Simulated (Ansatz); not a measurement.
Cost and result up the ladder for K₄H₄ (8 atoms). Charge 0, multiplicity 1. Geometry: r2SCAN-D4/def2-SVP.

```tsv
atom	x (Å)	y (Å)	z (Å)
K1	1.648	2.261	-2.870
K2	-1.609	-2.173	2.955
K3	-1.866	0.451	0.330
K4	1.830	-0.536	-0.412
H5	0.079	-1.404	1.249
H6	-3.317	-0.589	2.181
H7	-0.111	1.330	-1.327
H8	3.345	0.659	-2.107
```

Ansatz on 4 threads of Arm Neoverse V2 on a shared host. Times are rough, and most runs start from the orbitals of an earlier one. ωB97M-V/def2-TZVP serves as the yardstick here, not as an exact answer. Binding counts from free atoms at the same level (K doublet, H doublet; other spins of the atoms weren't run), without zero-point energy or a counterpoise term.

Correlated methods freeze 20 core orbitals; core or outer-core shells of K are correlated, in sets that lack core-valence functions. Another isomer (singlet) lies 0.56 eV lower at PBE0-D4/def2-TZVP; other spin states weren't run for this one.

Correlated methods converge slowly with the basis.

| level | functions | wall time | binding energy per atom (eV) | difference from ωB97M-V/def2-TZVP (eV) |
| --- | --- | --- | --- | --- |
| PBE-D4/def2-TZVP (with forces) | 156 | 2.8 s | 1.41 | -0.12 |
| PBE0-D4/def2-TZVP | 156 | 3.4 s | 1.40 | -0.12 |
| r2SCAN-D4/def2-TZVP | 156 | 5.5 s | 1.45 | -0.07 |
| r2SCANh-D4/def2-TZVP | 156 | 6 s | 1.44 | -0.08 |
| ωB97M-V/def2-TZVP | 156 | 14 s | 1.52 | 0.00 |
| CCSD(T)/def2-TZVPP | 188 | 69 s | 1.40 | -0.12 |
